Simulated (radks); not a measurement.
The numbers below are computed, except where a source is named.
Question: The table gives one normalised radial function P(r) = r R(r) (large component) of La2+ in [Kr] 4d10 5s1.75 5p6 5d1.25 (r in bohr). Code: a radial shooting solver on a logarithmic mesh with Libxc functionals. Model: Dirac Kohn-Sham, PBE, spin-unpolarised, spherical densities, point nucleus; open shells fill j = l - 1/2 first.

r	P
0.001018	0.0338
0.001175	0.0382
0.001368	0.0433
0.00158	0.0487
0.001825	0.0547
0.002108	0.0612
0.002434	0.0684
0.002834	0.0765
0.003273	0.0848
0.00378	0.0935
0.004365	0.1026
0.005041	0.1117
0.005869	0.1213
0.006778	0.1298
0.007828	0.1373
0.00904	0.1432
0.01052	0.1469
0.01215	0.1470
0.01404	0.1427
0.01621	0.1331
0.01872	0.1169
0.02179	0.0917
0.02517	0.0596
0.02907	0.0194
0.03357	-0.0278
0.03877	-0.0800
0.04514	-0.1362
0.05213	-0.1846
0.0602	-0.2211
0.06952	-0.2375
0.08029	-0.2260
0.09347	-0.1772
0.108	-0.0953
0.1247	0.0153
0.144	0.1396
0.1663	0.2546
0.1936	0.3347
0.2236	0.3430
0.2582	0.2683
0.2982	0.1131
0.3444	-0.0963
0.4009	-0.3218
0.463	-0.4758
0.5347	-0.5158
0.6175	-0.4122
0.7131	-0.1744
0.8302	0.1678
0.9588	0.5022
1.107	0.7723
1.279	0.9275
1.489	0.9473
1.719	0.8464
1.986	0.6716
2.293	0.4743
2.648	0.2972
3.083	0.1582
3.561	0.0756
4.112	0.0310
4.749	0.0107
5.484	0.0030
6.385	0.0006
7.374	0.0001
8.516	0.0000

Which n and l does it have? It may be an empty orbital.

Answer: n = 5, l = 0: the number of nodes gives n - l - 1 = 4, the rise at small r points to l (this Dirac orbital starts as r^gamma with gamma = sqrt((l + 1)^2 - (Z/c)^2) = 0.91; the j = 1/2 orbital of l + 1 starts with the same power, but with a smaller coefficient, and then steepens), and the extent must fit the shell. The curve is that of 5s1/2. 5s1/2: eigenvalue -52.065 eV, 4 radial nodes at r = 0.0309, 0.122, 0.323, 0.773 bohr, <r> = 1.55 bohr, 90 % of the charge inside 2.22 bohr.
